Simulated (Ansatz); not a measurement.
Ansatz (an electronic-structure program) job for CuH, SMILES [CuH] (connectivity only; charge and spin as stated), neutral, multiplicity 1, PBE/def2-TZVPD. The structure is a stationary point at PBE0-D3(BJ)/def2-TZVPD. The spin state was assumed, not searched.

Ansatz 0.2 input:
```yaml
crystal:
  periodic: [false, false, false]
  atoms:
    - {symbol: Cu, position_ang: [0.00000000, 0.00000000, -0.04951387]}
    - {symbol: H, position_ang: [0.00000000, 0.00000000, 1.43590210]}
basis:
  gaussian:
    orbitals: def2-TZVPD
hamiltonian:
  xc: {name: PBE}
```

Log of the run:

```
WARN ansatz: RAYON_NUM_THREADS=1 ignored (pool sized by the plan → 1); use --threads N
Functional definition: PBE
integrals: 0.01 GiB planned
520 factors; their error is unknown
mean field: 0.12 GiB planned
mean field evaluation 1: about -44646.4356 eV, gradient 5.2e1 eV
mean field evaluation 2: about -44239.3040 eV, gradient 5.3e2 eV
mean field evaluation 4: about -44648.3708 eV, gradient 2.9e1 eV
mean field evaluation 8: about -44649.6964 eV, gradient 2.2e-2 eV
mean field -44649.68190150 eV, -1640.8455452389 hartree, gradient 1.7e-5 eV, S^2 0.000000; 0 other end points of the search recorded, 0 dependent functions left out
reference -44649.68193870 eV, -1640.8455466058 hartree; 15, 15 occupied and 42, 42 virtual orbitals, 520 factors
Total energy: -44649.68193870 eV, -1640.8455466058 hartree
```

The calculation finished and met its thresholds.

Cost: very roughly 0.7 core-seconds.
